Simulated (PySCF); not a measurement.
3-ethenoxyprop-1-ene (C₅H₈O), SMILES C=CCOC=C. The structure is a stationary point at B3LYP-D3(BJ)/def2-SVP. Other conformers were not sampled.

Computed equilibrium geometry at B3LYP-D3(BJ)/def2-SVP (PySCF confirms it by a frequency run) as a Z-matrix (one conformer of several):
```
O
C 1 1.3539
C 2 1.3356 1 122.87
H 3 1.0902 2 119.80 1 -178.17
H 3 1.0922 4 119.05 2 -179.41
H 2 1.0988 3 121.76 4 0.78
C 1 1.4111 2 116.70 6 10.89
H 7 1.1099 1 110.35 2 64.59
H 7 1.1101 8 106.30 1 119.64
C 7 1.4975 8 109.56 9 118.25
C 10 1.3335 7 125.08 8 122.49
H 11 1.0921 10 120.85 7 -0.08
H 11 1.0928 12 118.07 10 179.94
H 10 1.0964 11 120.52 12 179.85
```
